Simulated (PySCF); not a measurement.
Constitutional and geometric isomers with formula C3H5N. Isolated molecules, 0 K electronic values unless said otherwise. One relaxed conformer stands for each flexible species; it need not be the lowest. Strings in code marks are SMILES.

The LUMO from two functionals at the same geometries (B3LYP-D3(BJ)/def2-TZVP), both in PySCF: PBE-D3(BJ)/def2-TZVP and B3LYP-D3(BJ)/def2-TZVP. B3LYP has the VWN-RPA correlation part, as in Gaussian. 

```
species                                 B3LYP-D3(BJ)/def2-TZVP (eV)
--------------------------------------  ---------------------------
`C=C=NC`                                                      -0.07
`N(=C/C=C)/[H]` (C–C–C–N torsion 180°)                        -1.64
`C=CN=C` (C–C–N–C torsion 180°)                               -1.47
`C(C)=C=N`                                                    -0.31
`N=C1CC1`                                                     -0.55
`NC1C=C1`                                                     -0.19
```

Task: What does PBE-D3(BJ)/def2-TZVP give for each?

Result: 
- `C=C=NC`: -0.90
- `N(=C/C=C)/[H]` (C–C–C–N torsion 180°): -2.42
- `C=CN=C` (C–C–N–C torsion 180°): -2.26
- `C(C)=C=N`: -1.13
- `N=C1CC1`: -1.39
- `NC1C=C1`: -1.00
Over these rows, drawn at random from the members with no instability flagged (it was tested for open shells, ions and some series alone), PBE minus B3LYP-D3(BJ): mean -0.81 eV, from -0.84 eV to -0.78 eV.
